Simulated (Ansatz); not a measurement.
Computed with Ansatz on PBE0-D4/def2-TZVP structures; ΔE is electronic, products minus reactants. CCSD(T)/CBS is the MP2 limit (def2-TZVPP, def2-QZVPP) plus CCSD(T) − MP2 in def2-TZVPP, frozen cores. This one scheme is used for every species. Functionals use def2-TZVPP. HSE06 is defined as in plane-wave codes. Elements past krypton have def2 core potentials. For Mo outer-core shells are correlated without core-valence functions, which leaves a few kJ/mol of doubt a bond. One conformer a species, not always the lowest.

`[NH2][Mo](=[S])(=[S])[Cl]` + `OB(S)Cl` → `[OH][Mo](=[S])(=[S])[Cl]` + `NB(S)Cl`  (redistribution)

`[NH2][Mo](=[S])(=[S])[Cl]`:

Cartesian coordinates in Å:
```
N 0.614 -0.802 0.690
Mo -0.332 0.442 -0.387
S -0.551 2.217 0.705
S -2.203 -0.381 -0.845
Cl 0.809 0.850 -2.287
H 1.234 -0.531 1.440
H 0.430 -1.795 0.685
```

`OB(S)Cl`:

```xyz
6

O     1.094    0.127   -0.320
B    -0.126   -0.303    0.064
S    -1.484    0.846    0.339
Cl   -0.444   -2.026    0.314
H     1.729   -0.586   -0.432
H    -0.769    1.942    0.035
```

`[OH][Mo](=[S])(=[S])[Cl]`:

Z-matrix (Å, degrees):
```
Mo
S 1 2.092
S 1 2.091 2 108.7
O 1 1.852 2 108.7 3 119.9
Cl 1 2.241 2 109.2 3 -118.5
H 4 0.963 1 121.3 2 -140.0
```

`NB(S)Cl`:

Z-matrix (Å, degrees):
```
N
B 1 1.391
H 1 1.005 2 121.6
H 1 1.004 2 123.8 3 180.0
S 2 1.813 1 125.3 3 -180.0
Cl 2 1.772 1 118.9 3 0.0
H 5 1.344 2 97.0 1 0.0
```

| level | ΔE (kJ/mol) | difference from CCSD(T)/CBS |
| --- | --- | --- |
| LDA (SPW92) | 2.7 | -4.5 |
| PBE-D4 | 1.2 | -6.0 |
| B97M-V | 1.9 | -5.3 |
| r2SCANh-D4 | 2.6 | -4.6 |
| r2SCAN0-D4 | 4.5 | -2.7 |
| revPBE | -0.1 | -7.3 |
| r2SCAN | 1.0 | -6.2 |
| PBE0 | 3.4 | -3.8 |
| HSE06 | 3.5 | -3.7 |
| HF/def2-SVP | 16.1 | 8.9 |
| CCSD/def2-SVP | 19.5 | 12.3 |
| SCS-MP2/def2-TZVPP | 9.5 | 2.3 |
| CCSD/def2-TZVPP | 9.3 | 2.1 |
| HF/def2-QZVPP | 6.5 | -0.7 |
| MP2/def2-QZVPP | 10.0 | 2.8 |
| CCSD/CBS(def2) | 7.6 | 0.4 |
| CCSD(T)/CBS | 7.2 | 0 |

Largest T1 diagnostic among the species: 0.024, so the coupled-cluster value is less sure than usual.

From PBE to PBE0 (25 % exact exchange), in def2-TZVPP and without D4, ΔE moves by +3.0 kJ/mol. Leaving LDA and LC-ωPBE aside and taking each functional with its dispersion term where it has one, the values, not all of them listed here, spread over 5.7 kJ/mol, from revPBE-D4 to PBE-QIDH.
